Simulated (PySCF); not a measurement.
C3H5 (SMILES [CH]=CC), doublet, at a GFN2-xTB geometry. Base run: B3LYP/def2-SV(P) run with PySCF.

Input for PySCF:
```python
from pyscf import gto, scf, dft

mol = gto.M(
    atom='''
C     1.32517045    0.17996425   -0.00948946
C     0.06095864    0.44136230   -0.01602886
H     2.25652235    0.69360547   -0.03009773
H    -0.31124892    1.47566041   -0.05242127
C    -1.04589578   -0.57280156    0.02299841
H    -0.64250733   -1.58055333    0.05836424
H    -1.67008190   -0.40821458    0.90058097
H    -1.67408412   -0.47164793   -0.86130678
''',
    basis='def2-sv(p)',
    spin=1,
    verbose=4,
)

mf = dft.UKS(mol)
mf.xc = 'b3lyp'
mf.kernel()
mf.analyze()
```

The base run was repeated with changes; each row names its change, and settings that it needs were set with it.

```
change                                   E (Eh)  HOMO (eV)  dipole (D)  <S^2>
-----------------------------------  ----------  ---------  ----------  -----
base                                 -117.12219      -6.28        0.71  0.760
functional = b3lyp; dispersion = d4  -117.12798      -6.28        0.71  0.760
functional = b97-1                   -117.07776      -6.21        0.73  0.760
functional = blyp                    -117.04991      -4.89        0.73  0.756
functional = b3lyp5                  -117.03846      -6.19        0.71  0.760
functional = pbe0                    -116.97114      -6.65        0.71  0.764
functional = pbe; dispersion = d3bj  -116.95389      -5.11        0.74  0.758
functional = lda,vwn                 -115.99212      -5.00        0.82  0.757
functional = o3lyp                   -117.07888      -5.75        0.68  0.762
functional = tpss                    -117.14626      -5.34        0.70  0.763
functional = pw91,pw91               -117.05809      -5.17        0.73  0.759
functional = hf                      -116.32881     -10.20        0.58  0.920
functional = revpbe                  -117.08525      -5.11        0.72  0.759
```

Totals shift with the method and basis; they matter in differences.

Open shells are given as the SCF converged; they aren't shown to be the lowest states, and a large step between rows can be another state.
